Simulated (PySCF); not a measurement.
UHF on W⁺ (tungsten, charge +1)

Configuration: [Xe] 4f14 5d4 6s1, high-spin 6D determinant. Calculation: PySCF 2.14, in aug-cc-pVDZ-PP with ECP60MDF (5s5p4d2f, 54 functions); a scalar-relativistic core potential.

```
Total energy                                                  : -66.458713 hartree
One-electron energy                                           : -109.2241 hartree
Hartree (Coulomb) energy                                      : 49.6105 hartree
Exchange energy                                               : -6.8451 hartree
⟨S²⟩                                                          : 8.7546
⟨L²⟩                                                          : 6.017
Sum of ⟨r⟩                                                    : 20.73 bohr
Sum of ⟨r²⟩                                                   : 41.77 bohr²
Traceless quadrupole moment −½Σ⟨3z² − r²⟩ along its main axis : -1.17 e·bohr²
Time after the integrals                                      : 0.36 s of wall time on 1 thread of Neoverse-N1 (shared host)
```

```json
{"shell": "5s α", "electrons": "1", "mean orbital energy (eV)": "-102.54", "spread (eV)": "0", "rms radius, mean of both spins (bohr)": "1.16"}
{"shell": "5s β", "electrons": "1", "mean orbital energy (eV)": "-98.003", "spread (eV)": "0", "rms radius, mean of both spins (bohr)": "1.16"}
{"shell": "5p α", "electrons": "3", "mean orbital energy (eV)": "-62.900", "spread (eV)": "0.703", "rms radius, mean of both spins (bohr)": "1.35"}
{"shell": "5p β", "electrons": "3", "mean orbital energy (eV)": "-56.347", "spread (eV)": "1.317", "rms radius, mean of both spins (bohr)": "1.35"}
{"shell": "5d α", "electrons": "4", "mean orbital energy (eV)": "-17.798", "spread (eV)": "1.154", "rms radius, mean of both spins (bohr)": "2.09"}
{"shell": "6s α", "electrons": "1", "mean orbital energy (eV)": "-15.251", "spread (eV)": "0", "rms radius, mean of both spins (bohr)": "3.25"}
```

Energies and moments cover only the electrons outside the core potential. Spin-orbit coupling, absent here, splits the open shell strongly.
